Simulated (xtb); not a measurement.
Input for xtb: GFN2-xTB on NaLi+, 2S+1 = 2, a spin state set in the input, which need not be the lowest, a point of a bond scan (R = 3.729 Å). Charge +1.

```
$ xtb mol.xyz --gfn 2 --sp --chrg 1 --uhf 1
2

Li     0.00000000     0.00000000     0.00000000
Na     0.00000000     0.00000000     3.72930400
```

Program output:

```
[...]
           -------------------------------------------------
          |                Calculation Setup                |
           -------------------------------------------------



molecular fragmentation (1/2 indicates fragments):
12
# atoms in fragment 1/2:     1     1
 fragment masses (1/2) :        6.94       22.99
CMA distance (Bohr)    :   7.047
constraining FC (au)   :  0.0500

           -------------------------------------------------
          |                 G F N 2 - x T B                 |
           -------------------------------------------------

        Reference                      10.1021/acs.jctc.8b01176
      * Hamiltonian:
        H0-scaling (s, p, d)           1.850000    2.230000    2.230000
        zeta-weighting                 0.500000
      * Dispersion:
        s8                             2.700000
        a1                             0.520000
        a2                             5.000000
        s9                             5.000000
      * Repulsion:
        kExp                           1.500000    1.000000
        rExp                           1.000000
      * Coulomb:
        alpha                          2.000000
        third order                    shell-resolved
        anisotropic                    true
        a3                             3.000000
        a5                             4.000000
        cn-shift                       1.200000
        cn-exp                         4.000000
        max-rad                        5.000000


          ...................................................
          :                      SETUP                      :
          :.................................................:
          :  # basis functions                   8          :
          :  # atomic orbitals                   8          :
          :  # shells                            4          :
          :  # electrons                         1          :
          :  max. iterations                   250          :
          :  Hamiltonian                  GFN2-xTB          :
          :  restarted?                      false          :
          :  GBSA solvation                  false          :
          :  PC potential                    false          :
          :  electronic temp.          300.0000000     K    :
          :  accuracy                    1.0000000          :
          :  -> integral cutoff          0.2500000E+02      :
          :  -> integral neglect         0.1000000E-07      :
          :  -> SCF convergence          0.1000000E-05 Eh   :
          :  -> wf. convergence          0.1000000E-03 e    :
          :  Broyden damping             0.4000000          :
          :  net charge                          1          :
          :  unpaired electrons                  1          :
          ...................................................

 iter      E             dE          RMSdq      gap      omega  full diag
   1     -0.1054228 -0.105423E+00  0.308E+01    1.95       0.0  T
   2     -0.1098829 -0.446010E-02  0.209E+01    1.91       1.0  T
   3     -0.1046337  0.524922E-02  0.103E+01    2.21       1.0  T
   4     -0.1110673 -0.643359E-02  0.480E+00    2.09       1.0  T
   5     -0.1108905  0.176811E-03  0.352E+00    2.12       1.0  T
   6     -0.1113267 -0.436191E-03  0.302E-01    2.12       1.0  T
   7     -0.1113269 -0.222091E-06  0.243E-02    2.12       2.9  T
   8     -0.1113269  0.183996E-07  0.180E-02    2.12       3.9  T
   9     -0.1113269 -0.206570E-07  0.216E-03    2.12      32.7  T
  10     -0.1113269  0.579499E-11  0.150E-03    2.12      47.0  T
  11     -0.1113269 -0.118394E-10  0.427E-05    2.12    1656.5  T
  12     -0.1113269 -0.266176E-13  0.306E-05    2.12    2309.9  T

   *** convergence criteria satisfied after 12 iterations ***

         #    Occupation            Energy/Eh            Energy/eV
      -------------------------------------------------------------
         1        1.0000           -0.4446552             -12.0997 (HOMO)
         2                         -0.3668931              -9.9837 (LUMO)
         3                         -0.3087267              -8.4009
         4                         -0.3087267              -8.4009
         5                         -0.2222007              -6.0464
         6                         -0.1638912              -4.4597
       ...                                ...                  ...
         8                          0.3578680               9.7381
      -------------------------------------------------------------
                  HL-Gap            0.0777621 Eh            2.1160 eV
             Fermi-level                  NaN Eh               NaN eV

 SCC (total)                   0 d,  0 h,  0 min,  0.001 sec
 SCC setup                      ...        0 min,  0.000 sec (  5.959%)
 Dispersion                     ...        0 min,  0.000 sec (  2.103%)
 classical contributions        ...        0 min,  0.000 sec (  1.113%)
 integral evaluation            ...        0 min,  0.000 sec ( 10.585%)
 iterations                     ...        0 min,  0.001 sec ( 64.643%)
 molecular gradient             ...        0 min,  0.000 sec ( 11.040%)
 printout                       ...        0 min,  0.000 sec (  3.995%)

         :::::::::::::::::::::::::::::::::::::::::::::::::::::
         ::                     SUMMARY                     ::
         :::::::::::::::::::::::::::::::::::::::::::::::::::::
         :: total energy              -0.111271600876 Eh    ::
         :: gradient norm              0.003097922281 Eh/a0 ::
         :: HOMO-LUMO gap              2.116015091999 eV    ::
         ::.................................................::
         :: SCC energy                -0.111326919572 Eh    ::
         :: -> isotropic ES            0.111642650436 Eh    ::
         :: -> anisotropic ES         -0.006778832591 Eh    ::
         :: -> anisotropic XC         -0.001733696888 Eh    ::
         :: -> dispersion             -0.003270997381 Eh    ::
         :: repulsion energy           0.000055318696 Eh    ::
         :: add. restraining           0.000000000000 Eh    ::
         :: total charge               1.000000000000 e     ::
         :::::::::::::::::::::::::::::::::::::::::::::::::::::

           -------------------------------------------------
          |                Property Printout                |
           -------------------------------------------------

    * Orbital Energies and Occupations

         #    Occupation            Energy/Eh            Energy/eV
      -------------------------------------------------------------
         1        1.0000           -0.4446552             -12.0997 (HOMO)
         2                         -0.3668931              -9.9837 (LUMO)
         3                         -0.3087267              -8.4009
         4                         -0.3087267              -8.4009
         5                         -0.2222007              -6.0464
         6                         -0.1638912              -4.4597
         7                         -0.1638912              -4.4597
         8                          0.3578680               9.7381
      -------------------------------------------------------------
                  HL-Gap            0.0777621 Eh            2.1160 eV
             Fermi-level                  NaN Eh               NaN eV

     #   Z          covCN         q      C6AA      α(0)
     1   3 Li       0.205     0.501   836.965   121.719
     2  11 Na       0.205     0.499  1404.950   153.681

 Mol. C6AA /au·bohr⁶  :       4409.875461
 Mol. C8AA /au·bohr⁸  :     461104.211992
 Mol. α(0) /au        :        275.400033


Wiberg/Mayer (AO) data.
largest (>0.10) Wiberg bond orders for each atom
Note: The following floating-point exceptions are signalling: IEEE_INVALID_FLAG IEEE_DENORMAL
normal termination of xtb

 ---------------------------------------------------------------------------
     #   Z sym  total        # sym  WBO       # sym  WBO       # sym  WBO
 ---------------------------------------------------------------------------
     1   3 Li   0.500 --     2 Na   0.500
     2  11 Na   0.500 --     1 Li   0.500
 ---------------------------------------------------------------------------

Topologies differ in total number of bonds
Writing topology from bond orders to xtbtopo.mol

molecular dipole:
                 x           y           z       tot (Debye)
 q only:        0.000       0.000       3.517
   full:        0.000       0.000       3.299       8.385
molecular quadrupole (traceless):
                xx          xy          yy          xz          yz          zz
 q only:      -12.392       0.000     -12.392       0.000       0.000      24.784
  q+dip:      -18.128       0.000     -18.128       0.000       0.000      36.256
   full:      -15.683       0.000     -15.683       0.000       0.000      31.365


           -------------------------------------------------
          | TOTAL ENERGY               -0.111271600876 Eh   |
          | GRADIENT NORM               0.003097922281 Eh/α |
          | HOMO-LUMO GAP               2.116015091999 eV   |
           -------------------------------------------------

------------------------------------------------------------------------
------------------------------------------------------------------------
 total:
 SCF:
```

The run finished.

Cost: roughly 0.020 core-seconds.
